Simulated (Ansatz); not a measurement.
`CO[Si](F)(Cl)SC`. The species carries charge 0 and has multiplicity 1.

Cartesian coordinates in Å:
```
C -1.7237 0.8735 -1.1769
O -0.6426 0.7418 -0.2709
Si 0.8485 0.2482 -0.6499
F 0.7110 -1.1216 -1.4504
Cl 1.7881 1.5519 -1.8988
S 2.0020 0.0364 1.0774
C 0.9137 -1.1002 1.9953
H -2.6086 1.1442 -0.6010
H -1.5220 1.6611 -1.9084
H -1.9137 -0.0654 -1.7040
H -0.0646 -0.6507 2.1543
H 1.3954 -1.2672 2.9578
H 0.8165 -2.0520 1.4755
```

(1) Give the diagnostics of a CCSD(T)/def2-TZVPP run (frozen core, Ansatz 0.2.0). (An estimate is asked.)

## Answers

(1) Ansatz gave: T1 = 0.0109, largest single amplitude 0.011, largest double 0.015, (T) share of the correlation energy 3.8 %, 9 CCSD cycles. The RHF solution is stable towards an unrestricted one. T1 lies under the customary mark of 0.02 for closed shells.
